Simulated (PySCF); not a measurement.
Predicted microwave data (PBE0/pcSseg-1 in PySCF (dipole) on a GFN2-xTB geometry, gas phase) for one isomer of C6H9ClO:

* Rotational constants: A = 2625, B = 1336, C = 1082 MHz
* Dipole components: |μa| = 2.42 D, |μb| = 2.39 D, |μc| = 0.52 D
* Inertial defect: -103.96 u·Å²
* κ: -0.67

**Question.** Which structure is it? (One computed conformer of each.)
A. `[CH2:1]=[C:2]([Cl:3])[C:4](=[CH2:5])[O:6][CH2:7][CH3:8]` with C1–C2–C4–C5 179°, C2–C4–O6–C7 180°, C4–O6–C7–C8 179°
B. `[CH3:1][C@@H:2]1[CH2:3][C@:4]1([CH3:5])[C:6](=[O:7])[Cl:8]` with C3–C4–C6–O7 -20°
C. `[CH2:1]=[C:2](/[CH:3]=[CH:4]\[Cl:5])[CH2:6][CH2:7][OH:8]` with C1–C2–C3–C4 178°, C1–C2–C6–C7 4°, C2–C6–C7–O8 -63°, C6–C7–O8–H -52°

**Answer.** B. It is C[C@@H]1C[C@]1(C)C(=O)Cl, an asymmetric top, point group C1. The candidates at the same level (rigid rotor, commonest isotopes):

```tsv
SMILES	A (MHz)	B (MHz)	C (MHz)	μa (D)	μb (D)	μc (D)	Δ (u·Å²)	point group	rotor
C=C(Cl)C(=C)OCC	4168	859.1	718.8	2.40	0.14	0.02	-6.38	–	near-prolate asymmetric top
C[C@@H]1C[C@]1(C)C(=O)Cl	2625	1336	1082	2.42	2.39	0.52	-103.96	C1	asymmetric top
C=C(/C=C\Cl)CCO	2896	933.8	737.9	0.69	0.32	0.25	-30.86	C1	asymmetric top
```

`C=C(Cl)C(=C)OCC` has A 59 % too high; `C=C(/C=C\Cl)CCO` has C 32 % too low. No structure here is proved a minimum.
